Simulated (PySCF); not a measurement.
H₄AsGa (SMILES [GaH2][AsH2]), singlet, geometry from GFN2-xTB (such geometries of metal compounds can be far from the true shape), atoms displaced at random by about 0.08 Å a coordinate.

PySCF was given this input:
```python
from pyscf import gto, scf, dft

mol = gto.M(
    atom='''
Ga   -1.199360   -0.222555    0.065786
As    1.274282    0.249248   -0.087908
H     1.290661   -0.954254    1.028774
H     0.961602    1.130933    1.017504
H    -2.344481    0.748931    0.785066
H    -2.142144   -1.339099   -0.791923
''',
    basis='6-31g',
    charge=0,
    spin=0,
    verbose=3,
)

mf = dft.RKS(mol)
mf.xc = 'pbe'
mf.kernel()
g = mf.nuc_grad_method()
grad = g.kernel()
```

### Question
What does this run give for the Mulliken (on the basis functions themselves) charges in atom order, number of basis functions?

### Answer

* **Mulliken (on the basis functions themselves) charges in atom order**: Ga1 0.16, As2 0.08, H3 -0.06, H4 -0.04, H5 -0.07, H6 -0.07
* **number of basis functions**: 62

### Question
Roughly what does it cost on one core?

### Answer
roughly 19 core-seconds.
